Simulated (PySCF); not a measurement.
These are B3LYP-D3(BJ)/def2-TZVP run with PySCF 2.14.0 values and carry that method's errors. All species are isolated molecules in the gas phase. One relaxed conformer stands for a flexible species; it need not be the lowest. B3LYP has the VWN-RPA correlation part, as in Gaussian. 

Reference species (SMILES): `O=C1CC1` (neutral, multiplicity 1).

The HOMO–LUMO gap is 5.57 eV. The HOMO comes out as -6.78 eV.

Changed species: `OC1=CC1` (H–O–C–C torsion 180°).

Problem. Give the shifts of the HOMO–LUMO gap and HOMO.

Solution. the HOMO–LUMO gap rises by 1.22 eV, to 6.79 eV; the HOMO increases by 0.42 eV, to -6.36 eV.
